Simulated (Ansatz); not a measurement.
A structure relaxed at PBE-D4/def2-SVP in Ansatz, charge 0, singlet:

```xyz
25

Ge   -0.6251   -0.6426   -0.6970
C    -1.1037   -0.7495   -2.6030
H    -0.2416   -1.1141   -3.1964
H    -1.4078    0.2427   -2.9940
H    -1.9505   -1.4500   -2.7492
C    -0.1706   -2.4352   -0.0203
H    -0.0455   -2.4379    1.0801
H     0.7743   -2.7823   -0.4831
H    -0.9773   -3.1511   -0.2796
C    -2.1571    0.0711    0.3335
H    -2.4220    1.0882   -0.0183
H    -1.9193    0.1261    1.4148
H    -3.0425   -0.5863    0.2085
N     0.8942    0.4442   -0.6935
C     1.5165    1.0720    0.4720
C     1.6856    0.0643    1.6127
C     0.7907    2.3408    0.9592
H     0.8796    1.0887   -1.4916
H     2.5448    1.3828    0.1633
H     0.7009   -0.2475    2.0239
H     2.2626    0.5083    2.4487
H     2.2150   -0.8447    1.2636
H    -0.2255    2.0961    1.3343
H     1.3476    2.8431    1.7793
H     0.6769    3.0729    0.1324
```

Task: Give its formula, name or SMILES.

Result: GeMe3(NHiPr) (C₆H₁₇GeN).

Task: Summarise the bond lengths by kind (pairs closer than 1.2 times the sum of covalent radii, bridged metal pairs left out).

Result: 3 × C–Ge 1.97 to 1.98 Å; 2 × C–C 1.53 to 1.54 Å; 1 × C–N 1.46 Å; 1 × Ge–N 1.87 Å; 16 × C–H 1.11 to 1.12 Å; 1 × H–N 1.03 Å.
